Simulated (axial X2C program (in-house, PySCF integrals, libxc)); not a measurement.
## Worked dissociation energy of RuCl⁺: PBE0, spin-free

Calculated with an in-house relativistic program for diatomic molecules. Spin-free means the one-electron spin-free X2C Hamiltonian. Basis: Ru dyall-cv3z [12s12p8d5f3g], Cl dyall-av3z [9s8p3d2f] (cores contracted in-house); Gaussian nuclei, density fitting, unrestricted open shells. Masses: Ru 101.904 u, Cl 34.969 u.

Molecular state: M_S = 2, Λ = 2 (beyond evenly filled blocks: σα, π+α, π-α, δ+α, δ+β, δ-α).

```
E(Ru+) (2M_S = 3, M_L = 2) : -4529.777469 hartree
E(Cl) (2M_S = 1, M_L = 0)  : -461.434162 hartree
E(RuCl⁺) at Re             : -4991.322547 hartree
ωe                         : 454.2 cm⁻¹
ωexe                       : 1.24 cm⁻¹
```

Problem. Work out De and D0.

Solution. De = -4529.777469 + (-461.434162) − (-4991.322547) = 0.11092 hartree = 3.018 eV. The zero-point energy is ωe/2 − ωexe/4 = 227 cm⁻¹ = 0.028 eV, so D0 = 2.990 eV.

The state is a single determinant with fixed occupations, the lowest that a limited PBE0 search found. De is counted from the lowest determinant-based energies of the atoms at the same level, without counterpoise correction. Other states lie close and PBE0, whose exact exchange favours high spin, may order them wrongly; the determinant shown need not be the ground state. The nearest other spin-free determinant of the search, M_S = 2, Λ = 1, lies 0.42 eV up at the distance of the search. The functionals have no current-density term, which raises determinants with orbital currents, atoms included.

Each atomic determinant is the lowest at this level and need not be a pure term. Totals compare only within one Hamiltonian and basis.
